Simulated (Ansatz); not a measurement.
Basis sets compared for the cluster B₂Sb⁺. The state is a singlet with charge 1. Geometry PBE-D4/def2-TZVP. Ansatz on 4 threads of Arm Neoverse V2 on a shared host; times are rough, and most runs start from earlier orbitals.

```xyz
3

B    -0.6398   -0.4643    0.6474
B     0.6630    0.3220    0.7077
Sb   -0.0232    0.1423   -1.3551
```

In the def2 sets Sb takes a core potential; there is no spin–orbit coupling. The structure comes from a short search, and lower isomers may exist.

| level | functions | energy (Eh) | HOMO (eV) | LUMO (eV) | wall time |
| --- | --- | --- | --- | --- | --- |
| PBE-D4/def2-SVP | 54 | -289.3557 | -12.56 | -11.16 | 0.25 s |
| PBE0-D4/def2-SVP | 54 | -289.3603 | -13.50 | -10.20 | 0.4 s |

Estimate the rows for PBE-D4/def2-TZVP, PBE0-D4/def2-TZVP.


| level | functions | energy (Eh) | HOMO (eV) | LUMO (eV) | wall time |
| --- | --- | --- | --- | --- | --- |
| PBE-D4/def2-TZVP | 112 | -289.4174 | -12.51 | -11.10 | 0.55 s |
| PBE0-D4/def2-TZVP | 112 | -289.4220 | -13.45 | -10.12 | 0.9 s |
